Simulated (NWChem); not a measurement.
# NbH2SO2F; SMILES [OH][Nb]([OH])([F])=[S]

```xyz
7

Nb     0.0054    -0.2208     0.0000
S      0.1036     1.9222     0.0000
F      1.7306    -0.9306     0.0000
O     -0.9244    -0.7887    -1.5205
H     -1.3328    -0.3540    -2.2760
O     -0.9244    -0.7887     1.5205
H     -1.3328    -0.3540     2.2760
```
Atoms are numbered in this order, from 1.

Program: NWChem. Medium grid unless said otherwise, to which SCAN and Minnesota functionals are sensitive. Geometry: optimised at PBE0/def2-SVP. def2 effective core potentials on Nb; no spin-orbit coupling.

**Question.** Among these, which level gives the highest value of “dipole (D)”?
(A) PBE/def2-SVP
(B) TPSS/def2-SVP
(C) M05-2X/def2-SVP
(D) Hartree-Fock/def2-SVP

**Answer.** D, Hartree-Fock/def2-SVP. Values: PBE/def2-SVP 2.49; M05-2X/def2-SVP 2.54; TPSS/def2-SVP 2.54; Hartree-Fock/def2-SVP 2.63
